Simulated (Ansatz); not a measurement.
The first iterations of a band of C2H4AlB (8 atoms, charge 0, multiplicity 1).

These are results of RKS B3LYP-D4/def2-SVP (Ansatz), not measurements.

| Quantity | Value |
| --- | --- |
| movable images | 5 |
| climbing image | yes |
| spring | 5.0 eV/Å² |
| optimiser | quadratic models (default) |
| start path | IDPP |
| force threshold | 0.05 eV/Å |
| iteration limit | 60 |
| end points | relaxed |

Initial state:

```xyz
8
Properties=species:S:1:pos:R:3
B -0.981 1.624 -0.669
Al 0.721 0.401 -0.374
C 0.517 -1.258 0.570
C 0.358 -2.309 1.175
H -1.699 1.525 -1.639
H -1.317 2.480 0.118
H 2.177 0.772 -0.889
H 0.223 -3.234 1.707
```

Final state:

```xyz
8
Properties=species:S:1:pos:R:3
B -0.981 1.624 -0.671
Al 0.720 0.400 -0.373
C 0.518 -1.258 0.574
C 0.359 -2.309 1.179
H -1.316 2.483 0.113
H -1.698 1.524 -1.642
H 2.175 0.771 -0.890
H 0.225 -3.234 1.711
```

| iteration | highest image above the first end (eV) | largest band force component (eV/Å) |
| --- | --- | --- |
| 1 | 0.230 | 0.587 |
| 2 | 0.162 | 0.241 |

Question: Does the band converge within its limit, and where does its top end?

Answer: The forces met the threshold. It ended after 6 iterations with the highest image 0.140 eV above the first end. A vibrational analysis at the climbing image gives one clearly imaginary mode, 204i cm⁻¹: a first-order saddle point.

Time of the run: 85 s on 1 thread of Arm Neoverse V2 (shared host), peak memory 0.14 GiB.
